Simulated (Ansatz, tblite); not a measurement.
Cost and result up the ladder for OsO3S (OsSO₃) (5 atoms). The state is a singlet with charge 0. Geometry: r2SCAN-D4/def2-SVP.

```xyz
5

Os   -0.057    0.068   -0.003
O     0.389    1.107   -1.289
O    -1.640   -0.529   -0.259
O     0.013    0.917    1.482
S     1.294   -1.563    0.068
```

Ansatz on 4 threads of Intel Xeon Platinum 8259CL on a shared host; xTB runs through tblite on one thread. Times are rough, summed over both states, and most runs start from the orbitals of an earlier one. No level here is sound enough to serve as a yardstick. The other state is a triplet.

In the def2 sets Os takes a core potential; there is no spin–orbit coupling. The xTB rows come from tblite.

xTB has no spin-polarisation term.

| level | functions | wall time | vertical triplet (eV) | remarks |
| --- | --- | --- | --- | --- |
| GFN1-xTB | 30 | 0.016 s | 2.74 | – |
| GFN2-xTB | 30 | 0.019 s | 1.73 | – |
| PBE-D4/def2-TZVP | 170 | 8.4 s | 2.48 | – |
| PBE0-D4/def2-TZVP (with forces) | 170 | 14 s | 2.02 | restricted SCF unstable in HF (singlet) |
